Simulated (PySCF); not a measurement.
CH4BeSSe, SMILES C[S][Be][SeH]. Atoms are numbered in the order given.

```xyz
8

Be     0.1917    -0.2512    -0.2566
S     -0.1914    -1.4316    -1.6976
C     -2.0325    -1.3062    -1.8284
H     -2.5167    -1.7105    -0.9300
H     -2.3200    -1.9139    -2.6964
H     -2.3486    -0.2686    -1.9962
Se     0.6232     1.0489     1.2507
H      0.4876    -0.0222     2.2568
```

Geometry: TPSSh-D3(BJ)/def2-SVP. The structure was generated by enumeration; whether it is a known compound was not checked. One conformer was computed; it need not be the lowest.

Two levels are set side by side: PBE/pcSseg-1 (PySCF) and PBE0/pcSseg-1 (PySCF). GIAO shifts against H2S (³³S), Me2Se (⁷⁷Se), TMS (¹H), TMS (¹³C) at the same level; non-relativistic, no solvent, atoms listed together averaged. Differences are taken from unrounded values.

```tsv
quantity	PBE
δ(³³S) of S2 (ppm)	116.7
δ(¹³C) of C3 (ppm)	14.0
δ(⁷⁷Se) of Se7 (ppm)	-492.1
δ(¹H) of H8 (ppm)	0.93
```

Q: These are the PBE values. What does PBE0 give? (Estimate from the structure and the level; the computed values follow.)

A: 
```csv
quantity,PBE0,PBE minus PBE0
δ(³³S) of S2 (ppm),89.4,27.3
δ(¹³C) of C3 (ppm),13.2,0.8
δ(⁷⁷Se) of Se7 (ppm),-449.6,-42.5
δ(¹H) of H8 (ppm),1.03,-0.10
```

Rough cost on one machine, each run with all the roots and properties that it gave: PBE0 against PBE within a factor of 2.
